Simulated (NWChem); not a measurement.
The numbers come from NWChem runs, not from measurements. System: O$_{4}$Ru, charge -1, spin multiplicity 2, at the geometry of a parent with another charge or spin, in a state set for the comparison that need not be this species' ground state. Its SCF solution wasn't tested for a lower state.

Job file:

```
start mol
memory heap 200 mb stack 900 mb global 1100 mb
charge -1
geometry units angstroms nocenter noautoz noautosym
  Ru     0.000000     0.000000    -0.000001
  O      0.000000     1.370753    -0.969268
  O      0.000000    -1.370753    -0.969268
  O     -1.370758     0.000000     0.969270
  O      1.370758     0.000000     0.969270
end
basis spherical
  * library def2-svpd
end
ecp
  Ru library def2-ecp
end
scf
  uhf
  nopen 1
  maxiter 100
  thresh 1e-7
  semidirect memsize 60000000 filesize 0
  # guess.movecs holds the orbitals of an unrestricted PBE0 run
  vectors input guess.movecs output mol.movecs
end
task scf energy
```

The output up to the point where the run's verdict is printed (cleaned and shortened):

```
             Northwest Computational Chemistry Package (NWChem) 7.3.0
             --------------------------------------------------------

                                NWChem Input Module
                                -------------------

 Scaling coordinates for geometry "geometry" by  1.889725989
 (inverse scale =  0.529177249)

                             Geometry "geometry" -> ""
                             -------------------------

 Output coordinates in angstroms (scale by  1.889725989 to convert to a.u.)

  No.       Tag          Charge          X              Y              Z
 ---- ---------------- ---------- -------------- -------------- --------------
    1 Ru                  44.0000     0.00000000     0.00000000    -0.00000100
    2 O                    8.0000     0.00000000     1.37075300    -0.96926800
    3 O                    8.0000     0.00000000    -1.37075300    -0.96926800
    4 O                    8.0000    -1.37075800     0.00000000     0.96927000
    5 O                    8.0000     1.37075800     0.00000000     0.96927000

 Effective nuclear repulsion energy (a.u.)     517.9325940861

            Nuclear Dipole moment (a.u.)
            ----------------------------
        X                 Y               Z
 ---------------- ---------------- ----------------
     0.0000000000     0.0000000000    -0.0000226767


 Summary of "ao basis" -> "" (spherical)
 ------------------------------------------------------------------------------
       Tag                 Description            Shells   Functions and Types
 ---------------- ------------------------------  ------  ---------------------
 *                         def2-svpd                  on all atoms

 Summary of "ao basis" -> "ao basis" (spherical)
 ------------------------------------------------------------------------------
       Tag                 Description            Shells   Functions and Types
 ---------------- ------------------------------  ------  ---------------------
 Ru                        def2-svpd                12       34   5s4p2d1f
 O                         def2-svpd                 9       23   4s3p2d
[...]
                53     -393.1319929925  1.08D-03  1.54D-04     72.8
                54     -393.1319932744  8.87D-04  9.34D-05     73.7
                55     -393.1319934524  9.11D-04  1.28D-04     74.7
                56     -393.1319936398  6.27D-04  6.82D-05     75.6
                57     -393.1319937076  3.53D-04  4.42D-05     76.1
                58     -393.1319937360  2.63D-04  3.86D-05     77.1
                59     -393.1319937475  2.40D-04  2.74D-05     78.0
                60     -393.1319937596  1.65D-04  2.19D-05     79.6
                61     -393.1319937668  1.54D-04  1.84D-05     81.4
                62     -393.1319937715  1.08D-04  1.44D-05     82.0
                63     -393.1319937750  1.00D-04  1.34D-05     82.9
                64     -393.1319937770  9.96D-05  1.45D-05     83.8
                65     -393.1319937797  8.58D-05  1.28D-05     84.7
                66     -393.1319937814  7.43D-05  8.86D-06     85.6
                67     -393.1319937826  6.51D-05  1.08D-05     86.6
                68     -393.1319937836  6.80D-05  1.11D-05     87.5
                69     -393.1319937849  7.03D-05  1.10D-05     88.5
                70     -393.1319937861  7.20D-05  1.09D-05     89.4
                71     -393.1319937883  9.90D-05  9.06D-06     90.3
                72     -393.1319937910  1.18D-04  1.45D-05     91.3
                73     -393.1319937957  1.53D-04  1.70D-05     92.2
                74     -393.1319938060  2.12D-04  3.56D-05     93.1
                75     -393.1319938183  2.67D-04  2.78D-05     94.1
                76     -393.1319938450  3.06D-04  5.73D-05     95.1
                77     -393.1319938822  4.41D-04  7.09D-05     96.0
                78     -393.1319939353  5.45D-04  7.80D-05     97.0
                79     -393.1319940378  7.51D-04  8.32D-05     98.0
                80     -393.1319942141  9.71D-04  1.14D-04     99.0
                81     -393.1319943761  8.82D-04  9.14D-05     99.9
                82     -393.1319946581  9.80D-04  1.43D-04    100.8
                83     -393.1319948762  8.59D-04  1.07D-04    101.8
                84     -393.1319950814  8.49D-04  1.37D-04    102.8
                85     -393.1319952748  6.21D-04  6.23D-05    103.8
                86     -393.1319953656  5.81D-04  6.39D-05    104.9
                87     -393.1319954551  5.15D-04  5.63D-05    106.5
                88     -393.1319955225  4.65D-04  5.74D-05    108.1
                89     -393.1319955662  3.46D-04  4.70D-05    108.7
                90     -393.1319956017  3.34D-04  4.02D-05    109.7
                91     -393.1319956263  3.28D-04  4.89D-05    110.7
                92     -393.1319956463  2.50D-04  2.76D-05    111.6
                93     -393.1319956666  2.68D-04  3.65D-05    112.6
                94     -393.1319956850  2.28D-04  2.90D-05    113.5
                95     -393.1319956930  2.08D-04  3.04D-05    114.0
                96     -393.1319957021  1.51D-04  2.41D-05    114.9
                97     -393.1319957072  1.32D-04  1.32D-05    115.9
                98     -393.1319957109  1.12D-04  1.52D-05    116.9
                99     -393.1319957128  7.28D-05  1.00D-05    117.6
               100     -393.1319957143  7.48D-05  1.09D-05    119.0
               101     -393.1319957153  6.37D-05  1.03D-05    120.0
               102     -393.1319957161  4.78D-05  5.67D-06    121.0
               103     -393.1319957168  4.13D-05  6.29D-06    121.9
               104     -393.1319957171  2.98D-05  3.69D-06    122.4
               105     -393.1319957174  3.56D-05  6.58D-06    123.3
               106     -393.1319957178  3.51D-05  4.40D-06    124.3
               107     -393.1319957181  3.21D-05  5.99D-06    124.8
               108     -393.1319957184  2.95D-05  4.11D-06    125.7
               109     -393.1319957186  2.80D-05  4.98D-06    127.6
               110     -393.1319957187  2.32D-05  2.98D-06    129.4
```

The run did not converge; its last values are not results. The next line reads: Calculation failed to converge. NWChem stopped with the message: scf energy failed.
